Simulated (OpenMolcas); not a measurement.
A run on Co3+ among 6 point charges of -2 e arranged as a tetragonal octahedron (D4h), 1.88 Å from the ion, with the axial distance 1.993 Å.

```yaml
Program: OpenMolcas 26.06
Method: "SS-CASPT2, IPEA 0.25 Eh, imaginary shift 0.1 Eh (closed shells correlated: 3s 3p)"
Basis: ANO-RCC-VDZP [5s4p2d1f]
Scalar_Hamiltonian: DKH2, point nucleus
Active_space: 6 electrons in 5 orbitals (3d)
State_averaging: 2S+1 = 5 even, 5 roots; 2S+1 = 3 even, 45 roots; 2S+1 = 1 even, 50 roots
Spin-orbit_coupling: state interaction with AMFI integrals over the reference wave functions
```

First CASPT2 step and the start of its output:

```
&CASPT2
Multistate=5 1 2 3 4 5
NoMult
Frozen=2 3
IPEA=0.25
Imaginary=0.1
MaxIter=60
WThr=0.0 0.3 0.05
PrWF=0.5
NoMix
```

```
--- CASPT2 ---
Orbital specifications:
      -----------------------

      Symmetry species                           1   2
                                                ag  au
      Frozen orbitals                            2   3
      Inactive orbitals                          1   3
      Active orbitals                            5   0
      Secondary orbitals                         7  13
      Deleted orbitals                           0   0
      Number of basis functions                 15  19
Type of calculation                        SS-CASPT2
      Fock operator                              state-specific
      IPEA shift                                 0.25
      Real shift                                 0.00
      Imaginary shift                            0.10
      The input orbitals will be transformed to quasi-canonical
Reference energy:       -1399.8011313409
      E2 (Non-variational):      -0.3145140014
      Shift correction:          -0.0000321178
      E2 (Variational):          -0.3145461192
      Total energy:           -1400.1156774601
      Residual norm:              0.0000002588
      Reference weight:           0.95243
      Contributions to the CASPT2 correlation energy
      Active & Virtual Only:         -0.0971685786
      One Inactive Excited:          -0.1508962454
      Two Inactive Excited:          -0.0664491775
Reference energy:       -1399.8011313409
      E2 (Non-variational):      -0.3145140014
      Shift correction:          -0.0000321178
      E2 (Variational):          -0.3145461192
      Total energy:           -1400.1156774601
      Residual norm:              0.0000002588
      Reference weight:           0.95243
      Contributions to the CASPT2 correlation energy
      Active & Virtual Only:         -0.0971685786
...
```

Over all roots the printed reference weights run from 0.09 to 0.95, and roots that are degenerate in the reference spread by up to 32 cm-1.

**Question.** Did the run give usable levels, and if not, why?

**Answer.** No. The equations converged, but the reference weight falls to 0.09 for at least one root against 0.95 for the best. A drop of that size marks an intruder state, so the energies of such roots and the levels built on them can't be trusted.
